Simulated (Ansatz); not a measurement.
Basis-set extrapolation for C$_{2}$H$_{9}$B$_{2}$N (PBE0-D4/def2-TZVP geometry, frozen core, Ansatz). Multiplicity 1, RHF reference.

|  | def2-TZVPP | def2-QZVPP |
| --- | --- | --- |
| HF | -184.824799 | -184.833429 |
| MP2 correlation | -0.781392 | -0.831054 |
| CCSD(T) correlation | -0.868393 | not run |

Energies in hartree. Use E(X) = E(∞) + A·exp(−7.88·√X) for Hartree–Fock and E(X) = E(∞) + B·X^(−2.97) for correlation, with X = 3 and 4, and add CCSD(T) minus MP2 of the smaller set to the MP2 limit.

**Question.** What is the CCSD(T) energy at the basis-set limit?

**Answer.** HF limit: -184.833429 + (-0.008630) × 0.13774 = -184.83462. MP2 limit: -0.831054 + (-0.049662) × 0.74074 = -0.86784. Higher-order term: -0.868393 − (-0.781392) = -0.08700. Total: -185.78946 hartree, 252.8 kJ/mol below CCSD(T)/def2-TZVPP.
